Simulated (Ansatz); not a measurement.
`C#[C][Al]([Cl])[Cl]` + `C[SeH]` → `C[Se][Al]([Cl])[Cl]` + `C#C`  (ligand exchange at the Al–C bond)

Program: Ansatz. Geometries: PBE0-D4/def2-TZVP. ΔE: electronic, gas phase. CCSD(T)/CBS adds triple-zeta CCSD(T) − MP2 to the extrapolated MP2 energy (def2 sets, frozen cores). This one scheme is used for every species. For Se outer-core shells are correlated without core-valence functions, which leaves a few kJ/mol of doubt a bond. Scalar relativity is left out up to krypton. One conformer a species, not always the lowest.

| species | CCSD(T)/CBS(def2) energy (Eh) |
| --- | --- |
| `C#[C][Al]([Cl])[Cl]` | -1238.37391 |
| `C[SeH]` | -2441.15625 |
| `C[Se][Al]([Cl])[Cl]` | -3602.32521 |
| `C#C` | -77.22717 |

Work out ΔE.

ΔE = (-3602.32521) + (-77.22717) − (-1238.37391) − (-2441.15625) = -0.02222 Eh = -13.9 kcal/mol.

Largest T1 diagnostic among the species: 0.013.

Leaving LDA and LC-ωPBE aside and taking each functional with its dispersion term where it has one, the values, not all of them listed here, spread over 3.3 kcal/mol, from HSE06-D4 to B97M-V. LDA lies −1.3 kcal/mol from PBE without D4. From BLYP to BHLYP (50 % exact exchange), in def2-TZVPP and without D4, ΔE moves by −0.9 kcal/mol. At CCSD(T), def2-SVP lies +1.9 kcal/mol from the extrapolated value and def2-TZVPP +1.5 kcal/mol.
